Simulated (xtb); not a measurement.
GeH3, SMILES [GeH3] (connectivity only; charge and spin as stated), charge +1, multiplicity 1. All values are semi-empirical tight-binding results from xtb (GFN2-xTB unless named), good for trends rather than for accurate numbers. The structure is a stationary point at GFN2-xTB. The multiplicity is an assumed one; other spin states were not compared. The isomer is the one that the SMILES or the coordinates give; other isomers of the formula were not compared.

For metal compounds this method's bond lengths and energies can be far off.

```yaml
point_group_as_xtb_finds_it: D3h
orbital_gap: 3.81 eV
zero_point_energy: 10.8 kcal/mol
G − E(el) at 298.15 K (modified RRHO): -2.2 kcal/mol
```
